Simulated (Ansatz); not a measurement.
`CB[SiH](C)Cl` → `BC` + `C[Si]Cl` at 500 K and 1 bar (silylene formation by 1,1-elimination).

Computed with Ansatz on PBE0-D4/def2-TZVP structures; ΔE is electronic, products minus reactants. CBS: MP2 limit from def2 TZ/QZ plus the TZ coupled-cluster correction, frozen cores. This one scheme is used for every species. One conformer a species, not always the lowest.

```json
{"species": "`CB[SiH](C)Cl`", "CCSD(T)/CBS energy (Eh)": "-854.62010", "H − E (kJ/mol)": "307.2", "S (J/(mol·K))": "458.9"}
{"species": "`BC`", "CCSD(T)/CBS energy (Eh)": "-65.83255", "H − E (kJ/mol)": "172.2", "S (J/(mol·K))": "281.8"}
{"species": "`C[Si]Cl`", "CCSD(T)/CBS energy (Eh)": "-788.72093", "H − E (kJ/mol)": "126.9", "S (J/(mol·K))": "336.6"}
```

H − E and S are ideal-gas, rigid-rotor, harmonic terms from PBE0-D4/def2-TZVP, for one conformer and one mirror image of each species. 1 Eh = 2625.50 kJ/mol, R = 8.31446 J/(mol·K).

Task: By hand: ΔE, ΔH, ΔS and ΔG.

Result: ΔE = (-65.83255) + (-788.72093) − (-854.62010) = 0.06662 Eh = 174.9 kJ/mol. Δ(H − E) = 172.2 + 126.9 − 307.2 = -8.1, so ΔH = 166.8 kJ/mol. ΔS = 281.8 + 336.6 − 458.9 = 159.5 J/(mol·K). ΔG = 166.8 − 500 × (159.5)/1000 = 87.1 kJ/mol.

Task: By hand: the equilibrium constant, and the temperature at which ΔG would vanish if ΔH and ΔS stayed fixed.

Result: log₁₀ K = −ΔG/(RT ln 10) = -9.1. ΔG = 0 at ΔH/ΔS = 1046 K.

The number of gas molecules changes by +1, which sets the sign of ΔS. A doubt of 5 kJ/mol in ΔE shifts log₁₀ K by 0.5 here. Other conformers and mirror images would add mixing entropy, several J/(mol·K) or more a flexible species. Modes under 60 cm⁻¹, often nearly free rotors, make the harmonic entropy too high. These are equilibria of isolated gas molecules and say nothing of rates. Largest T1 diagnostic: 0.012 (customary marks: 0.02 for closed shells, 0.045 for open ones).
